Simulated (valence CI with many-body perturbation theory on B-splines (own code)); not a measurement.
## Te+: calculation against measured levels

Computed by valence CI with perturbative core correlation (CI+MBPT): five valence electrons over a frozen Dirac-Fock core [Kr] 4d10, a basis of 11 s, 11 p, 10 d, 8 f, 5 g, 2 h functions for each j, with the one-electron correlation potential Σ1, the two-electron term Σ2, the three-electron term Σ3, Breit, model QED; selected CI, second order for the rest, scaled by the run's own slope (own B-spline code, finite nucleus).

Set against measurement, 14 paired levels are off by 148 cm⁻¹ on average, the worst by 490. These come from a selection out of the NIST Handbook of Basic Atomic Spectroscopic Data. Levels without a partner in it may be off by more. Among the levels kept, up to 2800 cm⁻¹ of a level comes from second order outside the variational space, and about a tenth of that is noise between levels of different J, which matters for small intervals.

Measured levels: NIST Handbook of Basic Atomic Spectroscopic Data (Sansonetti and Martin, J. Phys. Chem. Ref. Data 34, 1559 (2005)). Pairs share parity and J, and are chosen by configuration, term and nearness in energy; levels without a clear partner are left out. Energies in cm⁻¹ above the measured ground level.

Names give the largest LS component (configuration and term), which can be under half, so a name can repeat, a term be missing and a line seem to break the LS rules; names also repeat where a configuration has a term twice. Letters in brackets count levels of one name in rising energy.

```
        Computed label  Label in the source  Measured  Computed  Difference
       5s2 5p3 4S°_3/2          5s2 5p3 4S°         0       0.0           0
       5s2 5p3 2D°_3/2          5s2 5p3 2D°   10222.4   10305.7         +83
       5s2 5p3 2D°_5/2          5s2 5p3 2D°   12421.9   12320.6        -101
       5s2 5p3 2P°_1/2          5s2 5p3 2P°   20546.6   20600.6         +54
       5s2 5p3 2P°_3/2          5s2 5p3 2P°   24032.1   24130.0         +98
         5s 5p4 4P_5/2            5s 5p4 4P   71192.5   70727.7        -465
         5s 5p4 4P_3/2            5s 5p4 4P   74893.4   74403.5        -490
    5s2 5p2 6p 4D°_1/2   5s2 5p2(3P) 6p 4D°   93978.9   93793.3        -186
5s2 5p2 6p 4D°_3/2 [a]   5s2 5p2(3P) 6p 4D°   96144.7   96056.3         -88
    5s2 5p2 6p 2S°_1/2       5s2 5p2(3P) 6p   97780.1   97614.0        -166
    5s2 5p2 6p 4D°_5/2   5s2 5p2(3P) 6p 4D°  100112.1   99986.5        -126
    5s2 5p2 6p 4P°_1/2       5s2 5p2(3P) 6p  101370.9  101253.1        -118
    5s2 5p2 6p 4D°_7/2   5s2 5p2(3P) 6p 4D°  103105.9  103089.2         -17
5s2 5p2 6p 2P°_3/2 [a]   5s2 5p2(3P) 6p 2P°  105006.1  104980.4         -26
5s2 5p2 6p 2P°_1/2 [a]   5s2 5p2(3P) 6p 2P°  106119.2  106060.9         -58
```

Over 14 excited levels the mean absolute difference is 148 cm⁻¹, the median 100 and the largest 490. The comparison draws on a selection of the measured levels: 15 of the 136 computed ones have a partner in it, and others may be off by more.
